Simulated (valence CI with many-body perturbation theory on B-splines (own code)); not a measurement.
E1 line list for Tb32+

Computed by relativistic CI+MBPT: five valence electrons over a frozen Dirac-Fock core [Ar] 3d10, radial functions for each j: 11 s, 11 p, 10 d, 8 f, 5 g, 2 h, with the one-electron correlation potential Σ1 (screened to all orders), the two-electron term Σ2, the three-electron term Σ3, Breit, model QED; selected single and double excitations, second order for the rest, scaled by the run's own slope (own B-spline code, finite nucleus).

The last digits are not significant, and no measured levels were compared; by estimate large intervals hold to a few tenths of a per cent, small ones and those within an open d or f shell to about a per cent. Among the levels kept, up to 2000 cm⁻¹ of a level comes from second order outside the variational space, and about a tenth of that is noise between levels of different J, which matters for small intervals.

Lines 201 to 250 of 545 in falling wavelength, among levels below 2985400 cm⁻¹, chosen from the strongest by gf and those to the six lowest levels. Wavelengths and rates use the calculated energies. Electric multipoles are in the length gauge, E1 and E2 with the static RPA response of the core. Weak lines are less certain than strong ones. Lines between different terms over intervals too small for the method are left out, as are lines whose strength nearly cancels. Where a level lies close to another of its J and parity, the split of strength between their lines is uncertain. The highest levels of a list are the least certain.

Levels are named by their leading jj configuration (3d3/2^4 stands for four electrons in 3d with j = 3/2), which in mixed levels can hold well under half, so a name can repeat and another be missing. Letters in brackets count levels of one name in rising energy.

| λ vac (Å) | Upper | Lower | A (s⁻¹) | S (a.u.) with core polarisation | S without |
| --- | --- | --- | --- | --- | --- |
| 87.02 | (4s 4p1/2 4p3/2^2 4d5/2) J=3/2 [c] | (4s 4p1/2 4p3/2^3) J=5/2 | 2.22e+11 | 2.89e-01 | 3.07e-01 |
| 86.98 | (4s^2 4p1/2 4p3/2 4f7/2) J=5/2 [a] | (4s^2 4p1/2 4p3/2 4d5/2) J=5/2 [b] | 1.82e+11 | 3.56e-01 | 3.78e-01 |
| 86.98 | (4s^2 4p1/2 4p3/2 4d3/2) J=1/2 [b] | (4s^2 4p1/2 4p3/2^2) J=3/2 | 1.24e+11 | 8.07e-02 | 8.60e-02 |
| 86.98 | (4s^2 4p1/2 4d3/2 4d5/2) J=7/2 [b] | (4s^2 4p1/2 4p3/2 4d5/2) J=9/2 | 6.84e+10 | 1.78e-01 | 1.89e-01 |
| 86.86 | (4s^2 4p3/2 4d5/2^2) J=7/2 | (4s^2 4p3/2^2 4d5/2) J=7/2 | 3.00e+10 | 7.77e-02 | 8.25e-02 |
| 86.78 | (4s^2 4p1/2 4p3/2 4f7/2) J=7/2 [b] | (4s^2 4p1/2 4p3/2 4d5/2) J=7/2 [b] | 8.01e+10 | 2.07e-01 | 2.20e-01 |
| 86.76 | (4s^2 4p3/2 4d3/2 4d5/2) J=7/2 [c] | (4s^2 4p3/2^2 4d5/2) J=9/2 | 1.33e+11 | 3.43e-01 | 3.65e-01 |
| 86.72 | (4s^2 4p1/2 4d5/2^2) J=1/2 | (4s^2 4p1/2 4p3/2 4d5/2) J=3/2 [c] | 3.53e+11 | 2.27e-01 | 2.42e-01 |
| 86.64 | (4s^2 4p1/2 4d3/2^2) J=3/2 | (4s 4p1/2 4p3/2^3) J=3/2 [a] | 3.84e+10 | 4.93e-02 | 5.22e-02 |
| 86.57 | (4s^2 4p1/2 4d5/2^2) J=3/2 | (4s^2 4p1/2 4p3/2 4d3/2) J=1/2 [b] | 1.29e+11 | 1.65e-01 | 1.75e-01 |
| 86.53 | (4s 4p1/2 4p3/2^2 4d5/2) J=5/2 [e] | (4s 4p1/2 4p3/2^3) J=5/2 | 6.39e+10 | 1.23e-01 | 1.30e-01 |
| 86.52 | (4s^2 4p3/2 4d3/2 4d5/2) J=7/2 [c] | (4s^2 4p3/2^2 4d3/2) J=5/2 | 5.86e+10 | 1.50e-01 | 1.59e-01 |
| 86.36 | (4s^2 4p1/2 4p3/2 4f7/2) J=5/2 [b] | (4s^2 4p1/2 4p3/2 4d5/2) J=3/2 [c] | 3.19e+11 | 6.08e-01 | 6.44e-01 |
| 86.28 | (4s^2 4p1/2^2 4f7/2) J=7/2 | (4s^2 4p1/2^2 4d5/2) J=5/2 | 1.90e+11 | 4.82e-01 | 5.09e-01 |
| 86.23 | (4s^2 4p1/2 4p3/2 4f5/2) J=5/2 [b] | (4s^2 4p1/2 4p3/2 4d5/2) J=5/2 [a] | 3.21e+10 | 6.09e-02 | 6.46e-02 |
| 86.20 | (4s^2 4p1/2 4p3/2 4d5/2) J=5/2 [a] | (4s^2 4p1/2 4p3/2^2) J=3/2 | 3.66e+10 | 6.95e-02 | 7.37e-02 |
| 85.88 | (4s 4p1/2 4p3/2^2 4d5/2) J=7/2 [d] | (4s 4p1/2 4p3/2^3) J=5/2 | 7.59e+10 | 1.90e-01 | 2.01e-01 |
| 85.82 | (4s^2 4p1/2 4d5/2^2) J=9/2 | (4s^2 4p1/2 4p3/2 4d5/2) J=7/2 [a] | 1.38e+10 | 4.30e-02 | 4.52e-02 |
| 85.82 | (4s 4p1/2 4p3/2^2 4d3/2) J=3/2 [a] | (4s 4p1/2^2 4p3/2^2) J=3/2 | 6.79e+10 | 8.48e-02 | 9.03e-02 |
| 85.81 | (4s^2 4p3/2 4d3/2 4d5/2) J=7/2 [c] | (4s^2 4p3/2^2 4d5/2) J=7/2 | 1.96e+10 | 4.90e-02 | 5.19e-02 |
| 85.78 | (4s^2 4p1/2 4p3/2 4f5/2) J=1/2 | (4s^2 4p1/2 4p3/2 4d5/2) J=3/2 [b] | 1.28e+11 | 7.95e-02 | 8.45e-02 |
| 85.77 | (4s^2 4p1/2 4d5/2^2) J=7/2 | (4s^2 4p1/2 4p3/2 4d5/2) J=7/2 [a] | 4.44e+10 | 1.11e-01 | 1.17e-01 |
| 85.67 | (4s 4p1/2 4p3/2^2 4d5/2) J=5/2 [b] | (4s 4p1/2 4p3/2^3) J=3/2 [a] | 5.89e+10 | 1.10e-01 | 1.16e-01 |
| 85.56 | (4s 4p1/2 4p3/2^2 4d5/2) J=3/2 [f] | (4s 4p1/2 4p3/2^3) J=3/2 [b] | 2.14e+11 | 2.65e-01 | 2.81e-01 |
| 85.46 | (4s 4p1/2 4p3/2^2 4d5/2) J=5/2 [d] | (4s^2 4p1/2 4p3/2 4d3/2) J=5/2 [a] | 1.13e+11 | 2.09e-01 | 2.22e-01 |
| 85.45 | (4s^2 4p1/2^2 4f5/2) J=5/2 | (4s 4p1/2^2 4p3/2^2) J=3/2 | 9.29e+10 | 1.72e-01 | 1.82e-01 |
| 85.41 | (4s^2 4p1/2 4p3/2 4d5/2) J=1/2 | (4s^2 4p1/2 4p3/2^2) J=1/2 | 4.95e+11 | 3.04e-01 | 3.24e-01 |
| 85.40 | (4s^2 4p3/2 4d5/2^2) J=5/2 | (4s^2 4p3/2^2 4d5/2) J=7/2 | 4.12e+11 | 7.60e-01 | 8.10e-01 |
| 85.40 | (4s 4p1/2 4p3/2^2 4d5/2) J=7/2 [c] | (4s^2 4p1/2 4p3/2 4d3/2) J=5/2 [a] | 4.73e+10 | 1.16e-01 | 1.24e-01 |
| 85.39 | (4s 4p1/2 4p3/2^2 4d5/2) J=1/2 [c] | (4s 4p1/2 4p3/2^3) J=1/2 | 3.42e+11 | 2.10e-01 | 2.23e-01 |
| 85.38 | (4s 4p1/2 4p3/2^2 4d3/2) J=1/2 [c] | (4s^2 4p1/2 4p3/2 4d3/2) J=3/2 | 8.78e+10 | 5.39e-02 | 5.75e-02 |
| 85.34 | (4s^2 4p1/2 4p3/2 4f7/2) J=3/2 | (4s^2 4p1/2 4p3/2 4d5/2) J=1/2 | 4.58e+11 | 5.62e-01 | 5.96e-01 |
| 85.23 | (4s 4p1/2 4p3/2^2 4d5/2) J=3/2 [b] | (4s 4p1/2 4p3/2^3) J=3/2 [a] | 3.77e+10 | 4.61e-02 | 4.91e-02 |
| 85.23 | (4s^2 4p1/2 4p3/2 4f5/2) J=3/2 [b] | (4s^2 4p1/2 4p3/2 4d5/2) J=3/2 [b] | 2.63e+11 | 3.22e-01 | 3.42e-01 |
| 85.17 | (4s 4p1/2 4p3/2^2 4d5/2) J=7/2 [e] | (4s 4p1/2 4p3/2^3) J=5/2 | 5.48e+10 | 1.34e-01 | 1.41e-01 |
| 85.12 | (4s^2 4p1/2 4p3/2 4d5/2) J=5/2 [b] | (4s^2 4p1/2 4p3/2^2) J=5/2 | 1.64e+11 | 2.99e-01 | 3.18e-01 |
| 85.08 | (4s^2 4p1/2 4d3/2 4d5/2) J=1/2 | (4s^2 4p1/2 4p3/2 4d3/2) J=3/2 | 1.03e+11 | 6.24e-02 | 6.65e-02 |
| 85.08 | (4s^2 4p1/2 4p3/2 4f7/2) J=7/2 [b] | (4s^2 4p1/2 4p3/2 4d5/2) J=5/2 [a] | 1.75e+11 | 4.25e-01 | 4.50e-01 |
| 85.04 | (4s^2 4p1/2 4d3/2 4d5/2) J=1/2 | (4s^2 4p1/2 4p3/2 4d3/2) J=1/2 [a] | 1.61e+11 | 9.79e-02 | 1.04e-01 |
| 84.96 | (4s^2 4p1/2 4p3/2 4f7/2) J=9/2 [a] | (4s^2 4p1/2 4p3/2 4d5/2) J=9/2 | 7.05e+10 | 2.13e-01 | 2.27e-01 |
| 84.94 | (4s^2 4p1/2 4p3/2 4f7/2) J=5/2 [a] | (4s^2 4p1/2 4p3/2 4d5/2) J=7/2 [b] | 4.64e+10 | 8.43e-02 | 8.98e-02 |
| 84.92 | (4s 4p1/2 4p3/2^2 4d3/2) J=3/2 [e] | (4s^2 4p1/2 4p3/2 4d3/2) J=5/2 [a] | 3.87e+10 | 4.68e-02 | 4.98e-02 |
| 84.82 | (4s^2 4p1/2 4p3/2 4d5/2) J=3/2 [b] | (4s^2 4p1/2 4p3/2^2) J=3/2 | 1.49e+11 | 1.79e-01 | 1.91e-01 |
| 84.77 | (4s 4p3/2^3 4d5/2) J=7/2 [b] | (4s^2 4p3/2^2 4d5/2) J=9/2 | 3.38e+10 | 8.14e-02 | 8.68e-02 |
| 84.73 | (4s 4p1/2 4p3/2^2 4d5/2) J=3/2 [c] | (4s^2 4p1/2 4p3/2 4d3/2) J=3/2 | 7.93e+10 | 9.53e-02 | 1.01e-01 |
| 84.73 | (4s^2 4p1/2 4p3/2 4f5/2) J=3/2 [a] | (4s^2 4p1/2 4p3/2 4d5/2) J=3/2 [a] | 1.44e+11 | 1.73e-01 | 1.84e-01 |
| 84.69 | (4s^2 4p1/2 4p3/2 4f7/2) J=11/2 | (4s^2 4p1/2 4p3/2 4d5/2) J=9/2 | 1.41e+11 | 5.06e-01 | 5.33e-01 |
| 84.64 | (4s^2 4p1/2 4p3/2 4f7/2) J=5/2 [a] | (4s^2 4p1/2 4p3/2 4d5/2) J=3/2 [b] | 2.36e+11 | 4.23e-01 | 4.48e-01 |
| 84.61 | (4s 4p1/2 4p3/2^2 4d5/2) J=9/2 [c] | (4s^2 4p1/2 4p3/2 4d3/2) J=7/2 | 3.31e+10 | 9.90e-02 | 1.05e-01 |
| 84.59 | (4s 4p1/2 4p3/2^2 4d5/2) J=5/2 [f] | (4s 4p1/2 4p3/2^3) J=5/2 | 5.98e+10 | 1.07e-01 | 1.14e-01 |
